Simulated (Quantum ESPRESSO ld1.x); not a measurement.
Input (ld1.x (Quantum ESPRESSO 7.5)):

```
 &input
    atom='Ag',
    iswitch=1,
    rel=2,
    dft='PBESOL',
    config='[Kr] 4d8 5s1',
    rel_dist='energy',
    verbosity='high',
    lsmall=.true.,
    prefix='ld1',
    max_out_wfc=37,
    file_charge='ld1.rho',
 /
```

Command: `OMP_NUM_THREADS=1 ld1.x < ld1.in > ld1.out`

Output (excerpt):

```
     Program LD1 v.7.5 starts

     --------------------------- All-electron run ----------------------------

     dirac relativistic calculation

     atomic number is 47.00
     dft =PBESOL   lsd =0 sic =0 latt =0  beta=0.20 tr2=1.0E-14
     Exchange-correlation= PBESOL
                           (   1   4  10   8   0   0   0)
     mesh =2057 r(mesh) =  99.27089 a.u. xmin = -8.00 dx = 0.00800
     1 Ry =  13.60569312 eV, c = 137.03599908

     n l j   nl                  e(Ry)          e(Ha)          e(eV)
     Spin orbit split results
     1 0 0.5 1S 1( 2.00)   -1861.690867403    -930.845433702 -25329.5946318
     2 0 0.5 2S 1( 2.00)    -275.844244565    -137.922122282  -3753.0521413
     2 1 0.5 2P 1( 2.00)    -256.523246465    -128.261623232  -3490.1765703
     2 1 1.5 2P 1( 4.00)    -243.648616290    -121.824308145  -3315.0083031
     3 0 0.5 3S 1( 2.00)     -52.252705807     -26.126352903   -710.9342801
     3 1 0.5 3P 1( 2.00)     -44.568720977     -22.284360488   -606.3883405
     3 1 1.5 3P 1( 4.00)     -42.295865066     -21.147932533   -575.4645605
     4 0 0.5 4S 1( 2.00)      -9.001018570      -4.500509285   -122.4650965
     4 1 0.5 4P 1( 2.00)      -6.562871805      -3.281435903    -89.2924198
     4 1 1.5 4P 1( 4.00)      -6.178355664      -3.089177832    -84.0608112
     3 2 1.5 3D 1( 4.00)     -28.683971802     -14.341985901   -390.2653179
     3 2 2.5 3D 1( 6.00)     -28.225988146     -14.112994073   -384.0341328
     4 2 1.5 4D 1( 4.00)      -2.450016506      -1.225008253    -33.3341727
     4 2 2.5 4D 1( 4.00)      -2.401762975      -1.200881487    -32.6776500
     5 0 0.5 5S 1( 1.00)      -1.656956672      -0.828478336    -22.5440440
     Averaged results
     1 0     1S 1( 2.00)   -1861.690867403    -930.845433702 -25329.5946318
     2 0     2S 1( 2.00)    -275.844244565    -137.922122282  -3753.0521413
     2 1     2P 1( 6.00)    -247.940159682    -123.970079841  -3373.3977255
     3 0     3S 1( 2.00)     -52.252705807     -26.126352903   -710.9342801
     3 1     3P 1( 6.00)     -43.053483703     -21.526741851   -585.7724871
     4 0     4S 1( 2.00)      -9.001018570      -4.500509285   -122.4650965
     4 1     4P 1( 6.00)      -6.306527711      -3.153263855    -85.8046807
     3 2     3D 1(10.00)     -28.409181608     -14.204590804   -386.5266068
     4 2     4D 1( 8.00)      -2.421064387      -1.210532194    -32.9402591
     5 0     5S 1( 1.00)      -1.656956672      -0.828478336    -22.5440440

     final scf error:  1.3E-15 reached in  19 iterations

     Etot =  -10626.578974 Ry,   -5313.289487 Ha, -144581.972464 eV

     Ekin =   11120.923581 Ry,    5560.461791 Ha,  151307.873488 eV
     Encl =  -25687.449670 Ry,  -12843.724835 Ha, -349495.557326 eV
     Eh   =    4231.755861 Ry,    2115.877930 Ha,   57575.971613 eV
     Exc  =    -291.808745 Ry,    -145.904373 Ha,   -3970.260239 eV

     normalization and overlap integrals

     s(1S/1S) =  1.000000  <r> =   0.0311  <r2> =    0.0013  r(max) =   0.0201
     LC norm =  0.97037645 + SC norm =  0.02962355 =  1.00000000
     s(2S/2S) =  1.000000  <r> =   0.1346  <r2> =    0.0214  r(max) =   0.1142
     LC norm =  0.99379982 + SC norm =  0.00620018 =  1.00000000
     s(2P/2P) =  1.000000  <r> =   0.1141  <r2> =    0.0160  r(max) =   0.0884
     LC norm =  0.99378297 + SC norm =  0.00621703 =  1.00000000
     s(2P/2P) =  1.000000  <r> =   0.1192  <r2> =    0.0173  r(max) =   0.0927
     LC norm =  0.99403397 + SC norm =  0.00596603 =  1.00000000
     s(3S/3S) =  1.000000  <r> =   0.3685  <r2> =    0.1555  r(max) =   0.3335
     LC norm =  0.99825544 + SC norm =  0.00174456 =  1.00000000
     s(3P/3P) =  1.000000  <r> =   0.3602  <r2> =    0.1509  r(max) =   0.3204
     LC norm =  0.99831006 + SC norm =  0.00168994 =  1.00000000
     s(3P/3P) =  1.000000  <r> =   0.3711  <r2> =    0.1600  r(max) =   0.3282
     LC norm =  0.99837820 + SC norm =  0.00162180 =  1.00000000
     s(4S/4S) =  1.000000  <r> =   0.9061  <r2> =    0.9299  r(max) =   0.8235
     LC norm =  0.99955161 + SC norm =  0.00044839 =  1.00000000
     s(4P/4P) =  1.000000  <r> =   0.9680  <r2> =    1.0721  r(max) =   0.8571
     LC norm =  0.99960723 + SC norm =  0.00039277 =  1.00000000
     s(4P/4P) =  1.000000  <r> =   0.9978  <r2> =    1.1391  r(max) =   0.8780
     LC norm =  0.99962677 + SC norm =  0.00037323 =  1.00000000
     s(3D/3D) =  1.000000  <r> =   0.3438  <r2> =    0.1409  r(max) =   0.2730
     LC norm =  0.99849224 + SC norm =  0.00150776 =  1.00000000
     s(3D/3D) =  1.000000  <r> =   0.3473  <r2> =    0.1437  r(max) =   0.2752
     LC norm =  0.99851215 + SC norm =  0.00148785 =  1.00000000
     s(4D/4D) =  1.000000  <r> =   1.2609  <r2> =    1.8913  r(max) =   1.0059
     LC norm =  0.99975995 + SC norm =  0.00024005 =  1.00000000
     s(4D/4D) =  1.000000  <r> =   1.2756  <r2> =    1.9362  r(max) =   1.0139
     LC norm =  0.99976485 + SC norm =  0.00023515 =  1.00000000
     s(5S/5S) =  1.000000  <r> =   2.4440  <r2> =    6.7242  r(max) =   2.1508
     LC norm =  0.99992915 + SC norm =  0.00007085 =  1.00000000

     LC charge = 44.85859320 + SC charge =  0.14140680 = 45.00000000

     ------------------------ End of All-electron run ------------------------
```

Run on one thread of a shared host, so times are rough (Intel(R) Xeon(R) Processor @ 2.60GHz): 0.69 s of CPU time, 0.74 s wall, 19 iterations on 2057 mesh points.
